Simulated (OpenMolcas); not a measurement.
Rh2+.

* Program: OpenMolcas
* Method: RASSCF
* Basis: ANO-RCC-VTZP [7s6p4d2f1g]
* Scalar Hamiltonian: DKH2, point nucleus
* Active space: 7 electrons in 9 orbitals (RAS2 4d 5s; RAS3 5p, at most 2 electrons)
* State averaging: 2S+1 = 4 even, 60 roots; 2S+1 = 6 even, 6 roots kept (CI in the orbitals of an earlier block, 5 in the spin-orbit step); 2S+1 = 2 even, 83 roots kept (CI in the orbitals of an earlier block); 2S+1 = 4 odd, 87 roots (49 in the spin-orbit step); 2S+1 = 6 odd, 15 roots kept (CI in the orbitals of an earlier block); 2S+1 = 2 odd, 45 roots kept (CI in the orbitals of an earlier block, 0 in the spin-orbit step)
* Spin-orbit coupling: RASSI with atomic mean-field integrals over the reference wave functions, term energies averaged over their components

Levels without dynamic correlation, in cm-1 above 4d7 4F 9/2:

| Level | E |
| --- | --- |
| 4d7 2G 9/2 | 15898 |
| 4d7 4P 5/2 | 14886 |
| 4d7 2H 11/2 | 21377 |
| 4d7 2D 5/2(1) | 22587 |
| 4d7 2F 5/2 | 34680 |

On this reference, MS-RASPT2, IPEA 0.25 Eh, imaginary shift 0.1 Eh (closed shells correlated: 4s 4p) puts 4d7 2G 9/2 at 13200 cm-1.

Estimate the other levels at that method by one scale factor, and say how well it serves.

The factor is 13200 / 15898 = 0.830. Scaled values beside those that MS-RASPT2 gives and measured ones (the list in Shadmi, J. Res. Natl. Bur. Stand. 70A, 435 (1966)):
| Level | Scaled | MS-RASPT2 | Miss (%) | Measured |
| --- | --- | --- | --- | --- |
| 4d7 4P 5/2 | 12355 | 11030 | +12.0 | 11062 |
| 4d7 2H 11/2 | 17743 | 18050 | -1.7 |  |
| 4d7 2D 5/2(1) | 18747 | 18450 | +1.6 |  |
| 4d7 2F 5/2 | 28784 | 27160 | +6.0 |  |
For these levels the scaled values miss MS-RASPT2 by up to 12.0 %, as correlation changes each term by its own factor, spin-orbit parts do not scale and CASPT2 has its own spread within terms. This holds within one configuration; levels of others move differently, and the target method has errors of its own against measurement.

CASPT2 does not keep the components of a term degenerate, so their means are used; among the terms shown or strongly mixed into the levels shown the widest spread is 960 cm-1 (4d7 4F, MS-RASPT2). Some high roots are left out of the spin-orbit mixing, which shifts the levels that they would mix with. Terms from blocks run as CI alone lack orbitals of their own. Without dynamic correlation excited terms often stand tens of per cent too high (terms of higher spin than the ground term too low), and those without a measured partner can miss by more than the paired ones (holds for RASSCF). Blocks of more than 70 roots (2S+1 = 2 even) ran without multistate coupling (holds for MS-RASPT2). The CASPT2 spread within a term exceeds the gap to the next term for 4d7 2H and 4d7 2D(1), so the order of their levels is uncertain (holds for MS-RASPT2). Computed and measured levels are paired by configuration, term and J; levels that our copy of the source lacks, or whose pairing is in doubt (as where it misses far off the trend of its configuration), stay unpaired and out of the deviations. Only configurations of the active space appear.

A number in round brackets counts repeated terms of one configuration in the order of the reference energies.
